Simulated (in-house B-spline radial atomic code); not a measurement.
# Binding energies in Nb4+

NIST's tabulated ground configuration is [Kr] 4d1; each binding energy is the energy of the ion with one electron taken from that subshell, relaxed, less that of the parent. Method: Dirac-Hartree-Fock, average of configuration, Fermi nucleus of rms radius 4.324 fm. Calculated with an all-electron radial atomic-structure program (B-spline basis). Energies include first-order Breit, QED and recoil terms.

```json
{"subshell": "1s", "X-ray name": "K", "binding energy (eV)": "19042.7", "-ε (eV)": "19147.5", "relaxation (eV)": "54.5"}
{"subshell": "2s", "X-ray name": "L1", "binding energy (eV)": "2761.4", "-ε (eV)": "2792.6", "relaxation (eV)": "26.4"}
{"subshell": "2p1/2", "X-ray name": "L2", "binding energy (eV)": "2523.7", "-ε (eV)": "2557.6", "relaxation (eV)": "29.3"}
{"subshell": "2p3/2", "X-ray name": "L3", "binding energy (eV)": "2429.5", "-ε (eV)": "2461.2", "relaxation (eV)": "28.6"}
{"subshell": "3s", "X-ray name": "M1", "binding energy (eV)": "528.6", "-ε (eV)": "537.2", "relaxation (eV)": "8.0"}
{"subshell": "3p1/2", "X-ray name": "M2", "binding energy (eV)": "438.5", "-ε (eV)": "447.3", "relaxation (eV)": "8.2"}
{"subshell": "3p3/2", "X-ray name": "M3", "binding energy (eV)": "422.8", "-ε (eV)": "431.0", "relaxation (eV)": "7.9"}
{"subshell": "4s", "X-ray name": "N1", "binding energy (eV)": "116.7", "-ε (eV)": "117.9", "relaxation (eV)": "1.1"}
{"subshell": "4p1/2", "X-ray name": "N2", "binding energy (eV)": "87.98", "-ε (eV)": "89.07", "relaxation (eV)": "1.03"}
{"subshell": "4p3/2", "X-ray name": "N3", "binding energy (eV)": "85.68", "-ε (eV)": "86.69", "relaxation (eV)": "0.98"}
{"subshell": "4d", "X-ray name": "N4,5", "binding energy (eV)": "49.37", "-ε (eV)": "49.78", "relaxation (eV)": "0.42"}
```

Relaxation = -ε minus the binding energy without Breit, QED and recoil terms.

Emission lines follow as differences of binding energies, with λ = 12398.42 eV·Å / E:

```tsv
line	holes	energy (eV)	wavelength (Å)
K-L3	1s → 2p3/2	16613.2	0.7463
K-L2	1s → 2p1/2	16519.0	0.75056
K-M3	1s → 3p3/2	18619.9	0.66587
L1-M3	2s → 3p3/2	2338.6	5.3016
L3-M1	2p3/2 → 3s	1900.9	6.5224
```

(1) What screening constant σ does Moseley's law, E = (3/4)·13.6057 eV·(Z - σ)², need for K-L3?

Moseley's non-relativistic formula needs a falling, then negative, screening constant for heavy elements, because relativity binds the 1s electron more strongly than the formula allows.

(2) What does it cost to remove both a 1s and a 3p3/2 electron?

(3) What does it cost to remove two 2p3/2 electrons?

(4) What does it cost to remove both a 3p1/2 and a 4d electron?

Answers

(1) σ = 0.65.

(2) 19518 eV, which is 52.39 eV more than the two single binding energies together.

(3) 4976.8 eV, which is 117.9 eV more than the two single binding energies together.

(4) 505.96 eV, which is 18.08 eV more than the two single binding energies together.
